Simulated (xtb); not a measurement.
C₅H₁₁Se, doublet, from a rough starting geometry; GFN2-xTB run with xtb.

xtb was given this input:
```
$ xtb mol.xyz --gfn 2 --uhf 1 --opt vtight --json

# file mol.xyz
17

C      2.50387205    -0.16089457     0.25795912
C      1.82962294    -0.39197369    -1.09627793
Se     0.28572949     0.48449370    -1.51932607
C     -0.79740817     0.16085351     0.13647108
C     -1.58801067    -1.10486133    -0.06604200
C     -1.72588844     1.35917269     0.42869830
H      3.65061243     0.02533040     0.02033794
H      2.51535723    -1.06716596     0.88144255
H      2.17841616     0.63743503     0.72889714
H      2.43457468    -0.76488304    -1.95574920
H     -0.11557411     0.06674420     0.91986035
H     -2.17068544    -1.31910228     0.85608525
H     -2.35459978    -0.98055343    -0.81458003
H     -0.97921770    -1.92638124    -0.24090554
H     -2.28629551     1.20783739     1.29020526
H     -1.07396395     2.28863956     0.51324916
H     -2.35727328     1.52244176    -0.40615739
```

The log (banner, timings and long lists left out):

```
   ID    Z sym.   atoms
    1    6 C      1, 2, 4-6
    2   34 Se     3
    3    1 H      7-17

           -------------------------------------------------
          |                Calculation Setup                |
           -------------------------------------------------

           -------------------------------------------------
          |                 G F N 2 - x T B                 |
           -------------------------------------------------

          ...................................................
          :                      SETUP                      :
          :.................................................:
          :  # basis functions                  41          :
          :  # atomic orbitals                  40          :
          :  # shells                           24          :
          :  # electrons                        37          :
          :  max. iterations                   250          :
          :  Hamiltonian                  GFN2-xTB          :
          :  restarted?                      false          :
          :  GBSA solvation                  false          :
          :  PC potential                    false          :
          :  electronic temp.          300.0000000     K    :
          :  accuracy                    1.0000000          :
          :  -> integral cutoff          0.2500000E+02      :
          :  -> integral neglect         0.1000000E-07      :
          :  -> SCF convergence          0.1000000E-05 Eh   :
          :  -> wf. convergence          0.1000000E-03 e    :
          :  Broyden damping             0.4000000          :
          :  net charge                          0          :
          :  unpaired electrons                  1          :
          ...................................................

 iter      E             dE          RMSdq      gap      omega  full diag
   1    -19.6081139 -0.196081E+02  0.335E+00    3.09       0.0  T
   2    -19.6574509 -0.493370E-01  0.213E+00    3.10       1.0  T
   3    -19.6606454 -0.319456E-02  0.108E+00    2.97       1.0  T
   4    -19.6609419 -0.296482E-03  0.366E-01    3.03       1.0  T
   5    -19.6614247 -0.482754E-03  0.231E-01    2.93       1.0  T
   6    -19.6615077 -0.830285E-04  0.131E-01    2.98       1.0  T
   7    -19.6615541 -0.463880E-04  0.363E-02    2.96       1.0  T
   8    -19.6615555 -0.143023E-05  0.990E-03    2.96       2.5  T
   9    -19.6615557 -0.158649E-06  0.546E-03    2.96       4.4  T
[...]
 * total energy  :   -19.4143727 Eh     change       -0.3470499E-04 Eh
 * total energy  :   -19.4143923 Eh     change       -0.1964150E-04 Eh
 * total energy  :   -19.4144065 Eh     change       -0.1422082E-04 Eh
 * total energy  :   -19.4144529 Eh     change       -0.4641434E-04 Eh
 * total energy  :   -19.4144882 Eh     change       -0.3525261E-04 Eh
 * total energy  :   -19.4145144 Eh     change       -0.2615842E-04 Eh
 * total energy  :   -19.4145233 Eh     change       -0.8954173E-05 Eh
 * total energy  :   -19.4145306 Eh     change       -0.7303489E-05 Eh
 * total energy  :   -19.4145340 Eh     change       -0.3349982E-05 Eh
 * total energy  :   -19.4145355 Eh     change       -0.1537512E-05 Eh
 * total energy  :   -19.4145357 Eh     change       -0.2147615E-06 Eh
 * total energy  :   -19.4145358 Eh     change       -0.8235495E-07 Eh
   *** GEOMETRY OPTIMIZATION CONVERGED AFTER 36 ITERATIONS ***
         :: total energy             -19.414535793102 Eh    ::
[...]

Wiberg/Mayer (AO) data.
largest (>0.10) Wiberg bond orders for each atom

 ---------------------------------------------------------------------------
     #   Z sym  total        # sym  WBO       # sym  WBO       # sym  WBO
 ---------------------------------------------------------------------------
     1   6 C    3.997 --     2 C    1.062     9 H    0.979     8 H    0.969
                             7 H    0.951
     2   6 C    3.571 --     3 Se   1.472     1 C    1.062    10 H    0.954
     3  34 Se   2.613 --     2 C    1.472     4 C    0.939
     4   6 C    3.983 --     6 C    1.020     5 C    1.019    11 H    0.956
                             3 Se   0.939
     5   6 C    3.995 --     4 C    1.019    13 H    0.983    14 H    0.978
                            12 H    0.976
     6   6 C    3.996 --     4 C    1.020    17 H    0.982    16 H    0.981
                            15 H    0.978
     7   1 H    0.996 --     1 C    0.951
     8   1 H    0.998 --     1 C    0.969
     9   1 H    0.998 --     1 C    0.979
    10   1 H    0.998 --     2 C    0.954
    11   1 H    0.999 --     4 C    0.956
    12   1 H    0.998 --     5 C    0.976
    13   1 H    0.998 --     5 C    0.983
    14   1 H    0.997 --     5 C    0.978
    15   1 H    0.998 --     6 C    0.978
    16   1 H    0.998 --     6 C    0.981
    17   1 H    0.998 --     6 C    0.982
 ---------------------------------------------------------------------------

Topologies differ in total number of bonds
Writing topology from bond orders to xtbtopo.mol

molecular dipole:
                 x           y           z       tot (Debye)
 q only:       -0.219      -0.309       0.485
   full:       -0.173      -0.344       0.762       2.171
molecular quadrupole (traceless):
                xx          xy          yy          xz          yz          zz
 q only:        2.666      -1.298      -0.756       0.470       1.238      -1.910
  q+dip:        4.153      -1.170      -1.842       0.623       2.080      -2.311
   full:        4.392      -1.103      -1.895       0.220       1.751      -2.497

optimized geometry written to: xtbopt.xyz

           -------------------------------------------------
          | TOTAL ENERGY              -19.414535793102 Eh   |
          | GRADIENT NORM               0.000040518595 Eh/α |
          | HOMO-LUMO GAP               2.895457718926 eV   |
           -------------------------------------------------

normal termination of xtb
```
